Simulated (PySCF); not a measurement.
Si(NCO)4 (C4N4O4Si), SMILES O=C=N[Si](N=C=O)(N=C=O)N=C=O. Atoms are numbered in the order given.

```xyz
13

O      2.3467    -2.3467    -2.3467
C      1.6726    -1.6726    -1.6726
N      0.9793    -0.9793    -0.9793
Si     0.0000     0.0000     0.0000
N     -0.9793    -0.9793     0.9793
C     -1.6726    -1.6726     1.6726
O     -2.3467    -2.3467     2.3467
N     -0.9793     0.9793    -0.9793
C     -1.6726     1.6726    -1.6726
O     -2.3467     2.3467    -2.3467
N      0.9793     0.9793     0.9793
C      1.6726     1.6726     1.6726
O      2.3467     2.3467     2.3467
```

Coordinates come from a B3LYP-D3(BJ)/def2-SVP optimisation. The isomer is the one that the SMILES or the coordinates give; other isomers of the formula were not compared. Other conformers were not sampled.

Method: PBE/def2-SVP in PySCF.

The molecule is in vacuum.

| Item | Result |
|---|---|
| total energy | -960.58316 hartree |
| point group | Td |
| highest occupied level | -7.51 eV |
| lowest empty level | -1.27 eV |
| orbital gap | 6.24 eV |
| dipole moment | 0.00 D |
| quadrupole, principal values (traceless, Buckingham form, about the centre of nuclear charge) | 0.00, 0.00, 0.00 D·Å |
| mean static polarisability | 92.0 bohr³ (13.63 Å³) |
| polarisability, principal values | 92.0, 92.0, 92.0 bohr³ |
